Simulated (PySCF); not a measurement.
# Computed spin Hamiltonian

Species: C₆H₉O₂ (doublet state).
Geometry (GFN2-xTB, Å), atoms numbered from 1 in this order:
```
atom  x, y, z in Å
C1     3.1151   -0.1725   -0.1478
O2     1.7198   -0.3756   -0.2568
C3     0.9502    0.4314    0.5333
O4     1.4300    1.2689    1.2815
C5    -0.4342    0.1676    0.3698
C6    -1.2120   -0.7837   -0.4643
C7    -2.4997   -0.2158    0.1634
C8    -1.6437    0.7569    0.9974
H9     3.3832    0.8325   -0.4835
H10    3.4396   -0.2881    0.8894
H11    3.5835   -0.9225   -0.7806
H12   -1.0093   -1.8373   -0.2623
H13   -1.1063   -0.6343   -1.5407
H14   -3.0625   -0.9343    0.7537
H15   -3.1693    0.2666   -0.5441
H16   -1.7917    1.8181    0.7874
H17   -1.6996    0.6341    2.0809
```

The hyperfine couplings belong to this conformer and change with its torsions.

As a line formula: `O=C([C]1CCC1)OC` [radical].

Level of theory: UKS B3LYP, pcH-1 on C H O, non-relativistic, mean-field spin-orbit, GIAO in PySCF. Geometry: GFN2-xTB, one conformer, isolated molecule. Couplings are sensitive to structure, and on GFN2-xTB geometries they can be far from those on DFT ones. The SCF solution wasn't tested for stability.

* g1, g2, g3: 2.00211, 2.00378, 2.00526
* g_iso: 2.00372
* Form of g: rhombic: the two nearest values differ by 47 % of g3 − g1
* ⟨S²⟩: 0.7565 (exact 0.7500)
* α and β electrons: 31, 30

Isotropic coupling and dipolar principal values T1 to T3, in MHz:

```csv
atom,isotope,a_iso,T1,T2,T3,Mulliken spin population
C1,13C,-1.9,-0.5,0.0,0.5,0.00
O2,17O,0.5,-11.7,5.2,6.6,0.03
C3,13C,-38.1,-3.8,-0.7,4.4,-0.06
O4,17O,-12.8,-57.8,28.8,29.0,0.18
C5,13C,72.8,-67.4,-65.8,133.3,0.82
C6,13C,-28.8,-2.6,1.1,1.5,-0.07
C7,13C,3.3,-1.2,-0.9,2.1,0.01
C8,13C,-28.9,-2.4,1.0,1.5,-0.08
H9,1H,8.2,-1.6,-1.0,2.6,0.00
H10,1H,7.1,-1.7,-1.0,2.7,0.00
H11,1H,0.0,-1.1,-1.0,2.1,0.00
H12,1H,100.1,-4.2,-3.1,7.4,0.04
H13,1H,101.8,-4.2,-3.2,7.4,0.04
H14,1H,-3.0,-2.3,-2.0,4.2,0.00
H15,1H,-3.1,-2.3,-1.9,4.2,0.00
H16,1H,101.6,-4.2,-3.1,7.3,0.04
H17,1H,99.7,-4.2,-3.0,7.3,0.04
```

The Mulliken spin populations are largest on C5 (+0.82), O4 (+0.18), C8 (-0.08) and C6 (-0.07). The positive populations add up to 1.21 and the negative ones to -0.21, together 2S = 1. The angles at C5 add up to 360.0°, so it is planar.

Under fast tumbling the dipolar parts average out, and these isotropic splittings remain: 2 × 1H (H12/H13, I = 1/2, 3 lines) with 3.60 mT, 2 × 1H (H16/H17, I = 1/2, 3 lines) with 3.59 mT, 3 × 1H (H9/H10/H11, I = 1/2, 4 lines) with 0.18 mT and 2 × 1H (H14/H15, I = 1/2, 3 lines) with 0.11 mT.

Means are taken over nuclei equivalent by connectivity, which assumes that they swap fast. C6 and C8, with what hangs on them, aren't averaged: C5 is flat or nearly so (angle sum 360°), and its turn about the short C5–C3 bond (1.42 Å) is taken as slow. The three 1H nuclei of mean +5.1 MHz run from 0.0 to 8.2 MHz in the frozen geometry.

The 17O coupling of O4 (-12.8 MHz) shows only in satellite lines or after enrichment, since that isotope makes up about 0.038 % of natural oxygen.

The 13C coupling of C5 (72.8 MHz) shows only in satellite lines or after enrichment, since that isotope makes up about 1.07 % of natural carbon.

The spin density at the nucleus, in bohr⁻³, is negative for C3 (-0.0339), C8 (-0.0257) and C6 (-0.0256), for instance. A restricted open-shell determinant has no negative spin density anywhere; here it arises because α and β orbitals differ (spin polarisation).

Hardware: an Arm Neoverse V1 with one thread, shared host with 32 logical CPUs at a one-minute load of 13. Cost: 76 s wall (grids of density and orbitals included), 0.96 GiB resident at most.
